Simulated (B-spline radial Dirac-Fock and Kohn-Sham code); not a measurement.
# Core-level shifts of neodymium with charge state

The computed values come from a radial B-spline solver: Dirac-Fock (average of configuration) total-energy differences with a finite nucleus, the Breit interaction including its frequency dependence, and self-energy and vacuum-polarisation corrections. Each ion is free and in its tabulated ground configuration. Correlation and solid-state effects are left out.

Reference: Nd²⁰⁺, [Kr] 4d4, with 2p1/2 7285.1 eV, 3p3/2 1844.7 eV, 4s 811.6 eV, 4p1/2 738.7 eV, 4d 598.0 eV, Kα1 (K-L3) 37359.6 eV, Kβ1 (K-M3) 42285.9 eV, Lα1 (L3-M5) 5246.6 eV. Shifts from it, in eV (a dash: the subshell is empty, belongs to an open shell averaged over j, or its hole state is left out as unreliable):

```tsv
ion	configuration	2p1/2	3p3/2	4s	4p1/2	4d	Kα1	Kβ1	Lα1
Nd²¹⁺	[Kr] 4d3	+49.4	+45.4	+37.1	+36.4	+36.9	+0.18	+4.06	+3.51
Nd²²⁺	[Kr] 4d2	+99.9	+91.7	+74.7	+73.3	+74.5	+0.40	+8.42	+7.23
Nd²³⁺	[Kr] 4d1	+151.6	+138.9	+113.0	+110.9	+112.7	+0.66	+13.08	+11.18
Nd²⁴⁺	[Ar] 3d10 4s2 4p6	+204.5	+187.1	+151.8	+149.1	–	+0.97	+18.03	+15.35
```

Over this range L2 (2p1/2) moves by +204.5 eV and Kα1 by +1.0 eV: a line is a difference of two levels that shift in the same direction.
